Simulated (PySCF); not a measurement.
**Excitation energy of Cr by level of theory**

Cr [Ar] 3d5 4s1 (7S) → Cr [Ar] 3d4 4s2 (5D), as a difference of total energies. All numbers are calculated (PySCF 2.14, the spin-free X2C one-electron Hamiltonian (Gaussian nucleus), in x2c-TZVPPall with one added diffuse shell each of s, p, d, f type (7s6p5d3f1g, 80 functions)). Correlated levels: valence and next inner shell: [Ne] frozen. The calculations carry no spin-orbit coupling.

```csv
method,excitation energy (eV)
UHF,0.863
MP2 (valence and next inner shell),1.485
SCS-MP2 (valence and next inner shell),0.607
CCSD (valence and next inner shell),0.964
CCSD(T) (valence and next inner shell),0.936
```

Task: How much does correlation contribute at CCSD(T) (valence and next inner shell)?

Result: 0.936 − (0.863) = 0.073 eV, measured against UHF.

Errors of the correlated levels include the incompleteness of this basis and the frozen core.

For comparison: 1.003 eV (measured; NIST levels, between the centres of gravity of the two terms).
